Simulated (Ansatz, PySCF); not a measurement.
C₃H₅BFNO, SMILES CN1C=C(F)B1O. Atoms are numbered in the order given.

```xyz
12

C     -2.2972     0.2016    -0.0903
N     -0.9435     0.0244    -0.5836
C     -0.2276    -1.2090    -0.2408
C      0.8965    -0.6692     0.2718
F      2.0619    -1.2209     0.5949
B      0.2348     0.7305    -0.0279
O      0.5199     2.0284     0.1416
H     -2.4023     0.0196     1.0010
H     -2.9949    -0.4767    -0.6100
H     -2.6370     1.2296    -0.2968
H     -0.5797    -2.2182    -0.4799
H     -0.1612     2.6246    -0.1990
```

Geometry optimised at B3LYP-D3(BJ)/def2-SVP. This is a generated structure with no PubChem entry under its InChIKey; it may be hypothetical. Other conformers were not sampled.

Two levels are set side by side: PBE-D3(BJ)/def2-SVP (Ansatz, an electronic-structure program) and B3LYP-D3(BJ)/def2-SVP (Ansatz). Each level has its own optimised geometry; the coordinates shown are those of the second. Frequencies come from the Hessian of PySCF at each geometry. Differences are taken from unrounded values.

```tsv
quantity	B3LYP-D3(BJ)	PBE-D3(BJ)	PBE-D3(BJ) minus B3LYP-D3(BJ)
mean bond length (Å)	1.281	1.288	0.007
bond C1–N2 (Å)	1.452	1.454	0.003
bond N2–C3 (Å)	1.467	1.465	-0.001
bond N2–B6 (Å)	1.482	1.491	0.010
bond C3–C4 (Å)	1.348	1.361	0.013
bond C4–F5 (Å)	1.329	1.335	0.006
bond C4–B6 (Å)	1.577	1.580	0.003
bond B6–O7 (Å)	1.340	1.349	0.009
bond C1–H8 (Å)	1.111	1.120	0.008
bond C1–H9 (Å)	1.103	1.111	0.008
bond C1–H10 (Å)	1.102	1.110	0.008
bond C3–H11 (Å)	1.095	1.105	0.009
bond O7–H12 (Å)	0.967	0.976	0.009
highest harmonic wavenumber (cm⁻¹)	3830	3715	-115
mean harmonic wavenumber (cm⁻¹)	1262	1227	-35
zero-point energy (kcal/mol)	54.13	52.61	-1.52
```

GGA bonds tend to be longer and softer than those of functionals with exact exchange. Differences between two approximate levels are no errors against the true value.
